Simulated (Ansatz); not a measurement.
Relaxation of Cl2FHSi (5 atoms, charge 0, multiplicity 1), to a largest force component of 0.02 eV/Å in at most 40 steps.

Method: RHF/def2-SVP (Ansatz 0.2.0).

```xyz
5
Properties=species:S:1:pos:R:3:forces:R:3
Si 0.000 0.000 0.000 0.82 -1.39 -0.70
H 0.000 0.000 1.460 -0.01 0.01 -0.15
Cl 2.009 0.000 -0.709 -1.69 0.05 0.49
F -0.749 1.297 -0.529 0.08 -0.14 -0.12
Cl -1.003 -1.738 -0.709 0.79 1.47 0.48
```

Where does it end, and by what steps?

It converged. After 5 steps the energy has fallen by 0.178 eV; Cl3 moved furthest, 0.08 Å.

| step | energy less start (eV) | largest force component (eV/Å) | accepted |
| --- | --- | --- | --- |
| 0 | 0.0000 | 1.685 | yes |
| 1 | -0.1702 | 0.319 | yes |
| 2 | -0.1770 | 0.077 | yes |
| 3 | -0.1775 | 0.053 | yes |
| 4 | -0.1775 | 0.057 | yes |
| 5 | -0.1776 | 0.003 | yes |

```xyz
5
Properties=species:S:1:pos:R:3
Si 0.018 -0.030 0.003
H 0.004 -0.006 1.458
Cl 1.930 0.002 -0.699
F -0.729 1.263 -0.550
Cl -0.966 -1.670 -0.700
```

Whether the end is a true minimum wasn't checked by a vibrational analysis.

The run took 4.5 s on 2 threads of Arm Neoverse V1 (shared host), peak memory 0.12 GiB.
